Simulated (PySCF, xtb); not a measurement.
Si(Cl)2(H)(SeH) (Cl₂H₂SeSi), SMILES Cl[SiH](Cl)[SeH].

GFN2-xTB (xtb 6.7.1) at its own geometry gives an orbital gap of 4.41 eV and a dipole moment of 2.19 D.

Geometry optimised at B3LYP-D3(BJ)/def2-SVP. The structure was generated by enumeration, and PubChem lists no compound with its InChIKey, so it may never have been made. One conformer was computed; it need not be the lowest.

Question: What does PySCF with PBE/def2-TZVP give? (The exact figures need the calculation; the answer reports its results.)

Answer: gap 4.87 eV (levels -6.43 and -1.56 eV), dipole 1.29 D.
